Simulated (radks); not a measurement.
The numbers below are computed, except where a source is named.
Gd4+, 60 electrons, occupied as [Xe] 4f6.

Level of theory: Dirac Kohn-Sham, PBE, spin-unpolarised, spherical densities, finite nucleus; open shells are shared between the two j in proportion to 2j + 1; Fermi nuclear charge, rms radius 5.1569 fm (a radial shooting solver on a logarithmic mesh with Libxc functionals).

Energy parts (eV):
total: -306841.47
kinetic: 334568.61
electron-nucleus: -750992.84
Hartree: 116339.14
exchange-correlation: -6756.38

Orbitals (lengths in bohr, moments of r in powers of bohr):
| orbital | occ. | eigenvalue (eV) | <r> |
|---|---|---|---|
| 1s1/2 | 2 | -50088.32 | 0.02191 |
| 2s1/2 | 2 | -8305.431 | 0.09276 |
| 2p1/2 | 2 | -7889.120 | 0.07746 |
| 2p3/2 | 4 | -7193.349 | 0.08430 |
| 3s1/2 | 2 | -1878.399 | 0.2440 |
| 3p1/2 | 2 | -1697.891 | 0.2336 |
| 3p3/2 | 4 | -1555.177 | 0.2467 |
| 3d3/2 | 4 | -1243.308 | 0.2188 |
| 3d5/2 | 6 | -1212.224 | 0.2228 |
| 4s1/2 | 2 | -415.5177 | 0.5518 |
| 4p1/2 | 2 | -345.1397 | 0.5635 |
| 4p3/2 | 4 | -313.1943 | 0.5926 |
| 4d3/2 | 4 | -197.1099 | 0.6265 |
| 4d5/2 | 6 | -191.3007 | 0.6367 |
| 5s1/2 | 2 | -91.0084 | 1.293 |
| 5p1/2 | 2 | -70.6237 | 1.419 |
| 5p3/2 | 4 | -65.6493 | 1.495 |
| 4f5/2 | 2.57143 | -54.0012 | 0.7967 |
| 4f7/2 | 3.42857 | -53.1769 | 0.8050 |
| 5d3/2 | 0 | -37.6644 | 1.936 |
| 5d5/2 | 0 | -37.0860 | 1.964 |
| 6s1/2 | 0 | -31.9584 | 2.846 |

The highest occupied level is 4f7/2 at -53.177 eV. The electron density at the nucleus is 6.285e+05 e/bohr^3. The density falls to 0.001 e/bohr^3 at r = 3.10 bohr.
